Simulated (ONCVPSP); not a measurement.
erbium: variants of one ONCV potential

Base potential:

ONCVPSP 4.0.1 input, shortened (lines: element, Z, core and valence counts, functional; n l f; lmax; l rc ep ncon nbas qcut; lloc lpopt rc5 dvloc0; l nproj debl; icmod fcfact rcfact), PBEsol, scalar-relativistic:

```
  Er 68.00    9    4  -116133      upf
    1    0    2.00
    2    0    2.00
    2    1    6.00
    3    0    2.00
    3    1    6.00
    3    2   10.00
    4    0    2.00
    4    1    6.00
    4    2   10.00
    4    3   12.00
    5    0    2.00
    5    1    6.00
    6    0    2.00
    3
    0    2.45    0.00    4    7    5.20
    1    2.35    0.00    3    8    4.60
    2    2.15    0.11    4    7    4.30
    3    1.25    0.00    4    8   11.90
    4    5    1.15    1.00
    0    3    0.80
    1    2    0.60
    2    1    2.90
    3    2    0.60
    1    0.20    0.00
```

In the p channel the program set the typed energies aside and used -0.971, 0.250 Ha. In the d channel the program set the typed energies aside and used 0.050 Ha.

Cutoffs, loose and tight: the cutoffs (Ha) at which the residual kinetic energy of the hardest occupied pseudo-wave falls to 1 and 0.1 mHa per electron. They do not see the model core or the augmentation charge, which bear on the density cutoff. Test errors are all-electron minus pseudo excitation energies from the reference, over the configurations 4f12 5s2 5p6 6s1; 4f12 5s2 5p6 6s0; 4f11 5s2 5p6 6s0; 4f10 5s2 5p6 6s0. A dash means not determined; rows that change the core or the reference have their own tests.

```csv
change,outcome,"cutoff, loose","cutoff, tight",bound ghosts,GHOST(+) flags above zero,largest test error (meV)
base,"generated, projector energies reset by the program",72 Ha,176 Ha,none,s,tests left out (the all-electron energies of this program are off by 10 to 40 meV for near-neutral 4f atoms)
"core correction polynomial model core, fcfact 0.84","generated, projector energies reset by the program",72 Ha,176 Ha,none,s,tests left out (the all-electron energies of this program are off by 10 to 40 meV for near-neutral 4f atoms)
d: rc 2.26,"generated, projector energies reset by the program",72 Ha,176 Ha,none,s,tests left out (the all-electron energies of this program are off by 10 to 40 meV for near-neutral 4f atoms)
"core correction Teter function, fcfact 4.5, rcfact 1.4","generated, projector energies reset by the program",72 Ha,176 Ha,none,s,tests left out (the all-electron energies of this program are off by 10 to 40 meV for near-neutral 4f atoms)
```

(1) What comes out with this change to the base: f: rc 1.16?

(2) What comes out with this change to the base: f: qcut 12.3?

Results:

(1) outcome: generated, projector energies reset by the program; cutoff, loose: 178 Ha; cutoff, tight: 247 Ha; bound ghosts: none; GHOST(+) flags above zero: s; largest test error (meV): tests left out (the all-electron energies of this program are off by 10 to 40 meV for near-neutral 4f atoms).

(2) outcome: generated, projector energies reset by the program; cutoff, loose: 73 Ha; cutoff, tight: 167 Ha; bound ghosts: none; GHOST(+) flags above zero: s; largest test error (meV): tests left out (the all-electron energies of this program are off by 10 to 40 meV for near-neutral 4f atoms).
